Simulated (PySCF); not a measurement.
These 2 structures share the formula C6H12O2S. Level of theory: PySCF 2.14.0, PBE0-D3(BJ)/def2-SVP geometry optimisation, gas phase. Energies are electronic, without zero-point or thermal terms, for one conformer each. No frequencies were run at this level. Point groups hold within 0.08 Å.

Question: Rank from lowest to highest electronic energy at this level (kJ/mol).
A. `[O:1]=[S:2]1(=[O:3])[CH2:4][CH2:5][CH2:6][CH2:7][CH2:8][CH2:9]1` with O1–S2–C4–C5 -150°, S2–C4–C5–C6 87°, C4–C5–C6–C7 -76°, C5–C6–C7–C8 55°
B. `[CH3:1][C:2]1([CH3:3])[CH2:4][CH2:5][CH2:6][S:7]1(=[O:8])=[O:9]` with C1–C2–C4–C5 -158°, C2–C4–C5–C6 48°, C4–C5–C6–S7 -28°, C5–C6–S7–O8 -112°

Answer: B (0.0), A (16.9).

| SMILES | E (Eh) | E rel (kJ/mol) | dipole (D) | point group | A, B, C (MHz) |
| --- | --- | --- | --- | --- | --- |
| CC1(C)CCCS1(=O)=O | -783.48652 | 0.0 | 4.89 | C1 | 1718, 1565, 1276 |
| O=S1(=O)CCCCCC1 | -783.48008 | 16.9 | 5.20 | near C2 | 2249, 1169, 966.9 |

Q: How do the relative energies change in single points at PBE0/pcSseg-1 (no added dispersion term) on the same geometries?

A: 
```tsv
SMILES	PBE0-D3(BJ)/def2-SVP (kJ/mol)	PBE0/pcSseg-1 (kJ/mol)	shift
CC1(C)CCCS1(=O)=O	0.0	0.0	0.0
O=S1(=O)CCCCCC1	16.9	16.5	-0.4
```

Each column counts from its own lowest isomer. The order is unchanged; the largest shift is 0.4 kJ/mol.
